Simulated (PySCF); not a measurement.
**TDDFT excited states: CHBBrF3O**

CHBBrF3O.
Atom-mapped SMILES: `[F:1][C:2]([F:3])([F:4])[O:5][BH:6][Br:7]` (hydrogens: H8 on B6)

The calculation used TDDFT CAM-B3LYP/def2-SVPD, vertical, gas phase, core orbitals frozen in the response (PySCF). The structure is a single PBE0-D3(BJ)/def2-SVP conformer in the gas phase; no vibrational or solvent corrections. Relativistic effects, spin–orbit coupling among them, are left out although an element past zinc is present. Torsions of this conformer, `[F:1][C:2]([F:3])([F:4])[O:5][BH:6][Br:7]`: F1–C2–O5–B6 61°, C2–O5–B6–Br7 180°.

Task: What does the calculation give for the low-lying excited states?

Result: 

```
state  λ (nm)  E (eV)       f  symmetry     main configurations (H = HOMO, L = LUMO)
   S1   211.6    5.86  0.0005         –                                    H→L (99%)
   S2   179.8    6.90   0.156        A′                                  H-1→L (95%)
   S3   170.0    7.29  0.0011         –                                  H-2→L (98%)
   S4   155.6    7.97   0.057        A′                     H→L+1 (68%), H→L+2 (25%)
   S5   147.4    8.41   0.072        A″                 H-1→L+1 (66%), H-1→L+2 (25%)
   S6   146.8    8.44   0.031        A′        H→L+2 (42%), H→L+1 (23%), H→L+5 (16%)
   S7   139.4    8.90   0.039        A″  H-1→L+2 (40%), H-1→L+1 (26%), H-1→L+5 (15%)
   S8   134.3    9.23   0.024        A′                     H→L+3 (79%), H→L+5 (12%)
   S9   134.0    9.25  0.0010         –                                  H→L+4 (95%)
  S10   131.7    9.41  0.0054        A″                                  H-4→L (88%)
```

Triplets, Tamm–Dancoff:

| state | E (eV) | λ (nm) | main configurations (H = HOMO, L = LUMO) |
| --- | --- | --- | --- |
| T1 | 5.62 | 220.7 | H→L (95%) |
| T2 | 5.88 | 210.7 | H-1→L (98%) |
| T3 | 6.78 | 182.8 | H-2→L (92%) |
| T4 | 7.59 | 163.4 | H→L+2 (39%), H→L+1 (37%) |

The lowest singlet lies at 5.86 eV (212 nm, ultraviolet) and is dark (f under 0.0005); its leading configuration is HOMO→LUMO (99%). The strongest level in the table is S2 at 6.90 eV (180 nm, f = 0.156). Löwdin shares by element: HOMO bromine 83%, boron 12%; LUMO boron 48%, bromine 22%, oxygen 17%, hydrogen 10%. Weighted by f, the mean energy of these states is 7.85 eV. Of the 10 states listed, 6 reach f = 0.01 and 1 stays under 0.0005. The listed states span 3.55 eV, and the widest gap between neighbours is 1.04 eV (S1 to S2). No computed singlet lies in the visible range (380 to 750 nm); the lowest, at 212 nm, stands 2.60 eV above its violet end (3.26 eV). All these states lie below the vertical ionisation energy of 11.48 eV (ΔSCF). Symmetry labels in Cs follow from the direction of the transition dipole and are given only for states with f of 0.002 or more. Only the lowest 10 singlets were computed, as vertical energies without vibronic structure.
